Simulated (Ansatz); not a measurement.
Basis-set extrapolation for CH₆FNSi₂ (`F[SiH]1C[SiH2]N1`) (PBE0-D4/def2-TZVP geometry, frozen core, Ansatz 0.2.0). Multiplicity 1, RHF reference.

```
                      def2-TZVPP   def2-QZVPP
                 HF  -773.357057  -773.385080
    MP2 correlation    -0.866423    -0.935419
CCSD(T) correlation    -0.938954      not run
```

Energies in hartree. Use E(X) = E(∞) + A·exp(−7.88·√X) for Hartree–Fock and E(X) = E(∞) + B·X^(−2.97) for correlation, with X = 3 and 4, and add CCSD(T) minus MP2 of the smaller set to the MP2 limit.

What is the CCSD(T) energy at the basis-set limit?

HF limit: -773.385080 + (-0.028023) × 0.13774 = -773.38894. MP2 limit: -0.935419 + (-0.068996) × 0.74074 = -0.98653. Higher-order term: -0.938954 − (-0.866423) = -0.07253. Total: -774.44800 hartree, 399.0 kJ/mol below CCSD(T)/def2-TZVPP.
